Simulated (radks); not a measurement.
Neutral copper inside a hard spherical wall (all orbitals vanish at R), configuration held at [Ar] 3d10 4s1 and not refilled when levels cross. Calculated with a radial shooting solver on a logarithmic mesh with Libxc functionals: non-relativistic Kohn-Sham, PBEsol, spin-polarised, spherical densities, point nucleus; open shells are filled with parallel spins first. Eigenvalues in eV for spin up, with the zero of energy where the potential of the charges vanishes at infinity; a dash marks a level that is unbound or too diffuse for the functional's potential to be trusted. A positive occupied level is held by the wall or, in an anion where self-interaction has pushed it up, behind a barrier. The pressure on the wall is -dE/dV.

R (bohr),E (hartree),kinetic (hartree),e(3s),e(3p),e(3d),e(4s),"e(4p, empty)","e(5s, empty)",pressure (GPa)
free,-1638.97135,1637.638,-110.55,-70.862,-5.231,-4.852,-0.920,-,0
15,-1638.97135,1637.638,-110.55,-70.862,-5.231,-4.852,-0.911,0.310,< 0.0001
10,-1638.97116,1637.640,-110.53,-70.843,-5.213,-4.835,-0.761,1.733,0.00493
8,-1638.96955,1637.652,-110.42,-70.737,-5.111,-4.736,-0.397,4.010,0.0743
7,-1638.96579,1637.675,-110.24,-70.560,-4.942,-4.554,0.063,6.402,0.301
6,-1638.95395,1637.738,-109.83,-70.144,-4.548,-4.089,1.005,10.714,1.30
5,-1638.91500,1637.916,-108.83,-69.156,-3.616,-2.858,3.085,19.179,6.37
4,-1638.77282,1638.479,-106.32,-66.672,-1.258,0.709,8.263,38.000,38.5
1.5,-1620.92606,1696.062,-33.260,8.062,81.749,216.00,238.00,616.20,53200
